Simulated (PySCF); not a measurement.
**Ionising MgBr**

r²SCAN; basis Mg aug-pcseg-1, Br aug-pcseg-1; no relativity; PySCF 2.14. Neutral (UKS): doublet (σ ↑), Re = 2.414 Å, ωe = 346 cm⁻¹, De = 3.13 eV, HOMO -5.23 eV, LUMO -3.33 eV.

MgBr⁻ (UKS): singlet (closed shell), Re = 2.655 Å, ωe = 213 cm⁻¹, De = 1.01 eV to Mg + Br⁻. The energies at the minima are -2773.93270 hartree for MgBr and -2773.98888 for MgBr⁻.

Work out the adiabatic electron affinity, without and with harmonic zero-point energies (1 hartree = 27.2114 eV, 1 eV = 8065.5 cm⁻¹), and the change of the bond length.

At r²SCAN: 0.05618 hartree = 1.529 eV between the minima; the zero-point term (346.0 − 213.0)/2 cm⁻¹ = +0.008 eV makes it 1.537 eV. Re changes by +24.1 pm against the neutral. The electron enters a σ orbital; in so polar a molecule the change of length follows mostly from the change of the ionic charges.

For an ion De counts to the pair picked by the measured ionisation energies or electron affinities, which need not be the lowest pair at this level. The highest Kohn–Sham level is positive in this anion. Much of that is self-interaction error, but it also means that the finite basis helps to hold the extra electron. States were picked by a PBE0 search and need not be the measured ground states.
